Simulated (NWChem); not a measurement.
System: CH4AlFS; SMILES [CH3][Al]([F])[SH]

The following NWChem deck was run.

```
start job
memory heap 200 mb stack 900 mb global 1100 mb
geometry units angstroms noautoz
  Al    -0.052999     0.402604    -0.100781
  F     -1.566431     1.032336    -0.404402
  C      1.481572     1.583014    -0.022201
  H      1.594363     2.124366    -0.976099
  H      2.426411     1.058005     0.184622
  H      1.336143     2.344393     0.761924
  S     -0.024266    -1.759953     0.176008
  H      1.312411    -1.789736     0.377829
end
basis spherical
  * library 6-31g*
end
dft
  xc rpbe cpbe96
  iterations 150
  mulliken
end
task dft energy
```

All runs use the structure optimised with PBE0/def2-SVP.

Q: What results follow from this input? (RPBE/6-31G* (spherical d).) Quantities: energy (Ha); highest occupied level (eV); orbital gap (eV); dipole (D).

A: 
```
Quantity                       Value
---------------------------  -------
energy (Ha)                  -780.99
highest occupied level (eV)    -6.46
orbital gap (eV)                5.47
dipole (D)                      2.81
```
